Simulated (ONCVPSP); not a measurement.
What one change does to a pseudopotential (tantalum, ONCV)

Ta, optimised norm-conserving Vanderbilt (ONCV), made with ONCVPSP 4.0.1 (LDA (Perdew-Zunger), scalar-relativistic). Core [Xe] 4f14, reference 5d3 6s1.5 (charge +0.5). Waves: 6s: rc 2.65 bohr, ncon 4, nbas 8, qcut 2.3 1/bohr, 3 projectors, debl 1.1 Ha; p scattering state at 0.13 Ha: rc 2.70 bohr, ncon 3, nbas 8, qcut 3.2 1/bohr, 2 projectors, debl 0.4 Ha; 5d: rc 2.60 bohr, ncon 4, nbas 9, qcut 6.7 1/bohr, 2 projectors, debl 1 Ha. Local part: polynomial inside 1.90 bohr (lpopt 3, dvloc0 4 Ha). Core correction: Teter function, fcfact 5, rcfact 1.7.

In the p channel the program set the typed energies aside and used 0.050, 0.450 Ha.

All-electron outer shells of the reference configuration (LDA (Perdew-Zunger), scalar-relativistic, ld1.x):

| shell | level (eV) | outermost node (bohr) | outermost maximum (bohr) |
| --- | --- | --- | --- |
| 4f | -28.42 | – | 0.44 |
| 6s | -8.67 | 1.32 | 2.71 |
| 5d | -7.14 | 0.65 | 1.58 |

Change: non-relativistic.

Cutoffs: the cutoffs (Ha) at which the residual kinetic energy of the hardest occupied pseudo-wave falls to 1 and 0.1 mHa per electron; they do not see the model core or the augmentation charge, which bear on the density cutoff. Errors are all-electron minus pseudo energies relative to the spin-unpolarised reference configuration.

Question: What does the change do?

Answer: The potential gets neither clearly harder nor softer (13 Ha and 19 Ha → 13 Ha and 15 Ha); a bound ghost appears in p, s, which as a rule spoils a file; the errors of the 4 common tests hardly move.

```csv
quantity,base,changed
"cutoff, loose",13 Ha,13 Ha
"cutoff, tight",19 Ha,15 Ha
loose cutoff by channel,"s 4.0 Ha, d 13 Ha","s 2.5 Ha, d 13 Ha"
bound ghosts,none,"s, p"
GHOST(+) flags under 300 eV,"s at 98.3 eV, s at 275.9 eV",s at 101.5 eV
"error for 5d3 6s2, meV [ΔE -3.56 → -3.08 eV]",-14,-14
"error for 5d3 6s1, meV [ΔE 5.14 → 4.54 eV]",-23,-21
"error for 5d3 6s0, meV [ΔE 20.45 → 18.23 eV]",-286,-294
"error for 5d3 6s1 6p1, meV [ΔE 0.70 → 0.16 eV]",-5.6,-6.3
s: phases at 2.69 bohr within 0.05 rad from the reference energy up to (Ha; the scan ends near 5),2.6,2.8
p: phases at 2.73 bohr within 0.05 rad from the reference energy up to (Ha; the scan ends near 5),1.5,2.8
d: phases at 2.64 bohr within 0.05 rad from the reference energy up to (Ha; the scan ends near 5),to the end of the scan,to the end of the scan
"rms error of d²Exc/dni dnj with the model core, mHa",4.05,4.31
```

Base: The cutoffs count occupied waves only; projector 3 of the s channel, the hardest unoccupied one, needs 32 Ha at the loose tolerance. A true bound ghost makes a file unfit for plane-wave use even where its test errors are small: the radial tests pick states by their node count and pass the ghost by.
